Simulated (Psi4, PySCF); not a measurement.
Here is a job for PySCF.
```python
from pyscf import gto, scf, mp

mol = gto.M(
    atom='''
F     2.28800819   -0.25131237   -0.03783998
B     1.01482057   -0.12552342    0.08614484
B    -0.53657336    0.05826643    0.01378160
F    -1.15328058    1.24668203    0.14170634
F    -1.40042050   -0.95800468   -0.15938105
''',
    basis='def2-svpd',
    spin=1,
    verbose=4,
)

mf = scf.UHF(mol)
mf.kernel()

pt = mp.MP2(mf, frozen=5)
pt.kernel()
print('E(MP2) = %.10f' % pt.e_tot)
```

Q: Convert this to an input for Psi4.

A: One answer among several that fit: 
```
memory 2 GB

molecule {
0 2
F     2.28800819   -0.25131237   -0.03783998
B     1.01482057   -0.12552342    0.08614484
B    -0.53657336    0.05826643    0.01378160
F    -1.15328058    1.24668203    0.14170634
F    -1.40042050   -0.95800468   -0.15938105
}

set {
  basis def2-svpd
  reference uhf
  freeze_core true
  mp2_type conv
  scf_type pk
  puream true
  d_convergence 1e-8
}

energy('mp2')
print_variables()
```

Both were run: PySCF gave -348.230804 Eh and Psi4 -348.230804 Eh, 0.000 mEh apart.
